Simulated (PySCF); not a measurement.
CHO2, SMILES [O]C=O (connectivity only; charge and spin as stated), charge -1, multiplicity 1.

Geometry: PBE0-D3(BJ)/def2-TZVPD. The multiplicity is an assumed one; other spin states were not compared. The isomer is the one that the SMILES or the coordinates give; other isomers of the formula were not compared.

The numbers are results of PySCF with HF/def2-TZVPD, not measurements.

Symmetry labels are those of the subgroup C2v that the program uses (full group C2v).

Q: List the valence orbital energies around the gap with their symmetry. (The exact figures need the calculation; the answer reports its results.)

A: 
```csv
orbital,symmetry,energy (eV)
HOMO−7,B2,-28.94
HOMO−6,A1,-14.99
HOMO−5,A1,-11.71
HOMO−4,B2,-10.59
HOMO−3,B1,-9.38
HOMO−2,B2,-5.69
HOMO−1,A2,-5.11
HOMO,A1,-5.09
LUMO,A1,5.72
LUMO+1,B2,6.40
LUMO+2,A1,6.79
LUMO+3,B1,7.19
```
